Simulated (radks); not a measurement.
Species: neutral lithium. Configuration: [He] 5p1 (not the ground configuration).

Method: scalar-relativistic Kohn-Sham, PBE, spin-polarised, spherical densities, point nucleus; open shells are filled with parallel spins first; computed with a radial shooting solver on a logarithmic mesh with Libxc functionals.

Energy parts (eV):
total: -198.215
kinetic: 197.109
electron-nucleus: -441.683
Hartree: 92.167
exchange-correlation: -45.807

Orbitals (lengths in bohr, moments of r in powers of bohr; r(max) is where P^2 peaks):
orbital  occ.  eigenvalue (eV)    <1/r>     <r>  r(max)   <r^2>
1s up       1         -59.1577    2.681  0.5793  0.3605  0.4607
1s down     1         -59.1444    2.682  0.5789  0.3604  0.4598
5p up       1          -0.4855  0.04733   30.73   34.47    1051

The highest occupied level is 5p up at -0.485 eV. Summed over all electrons, <r^2> = 1052 bohr^2, which gives a Langevin (diamagnetic) susceptibility term of -833 x 10^-6 cm^3/mol.
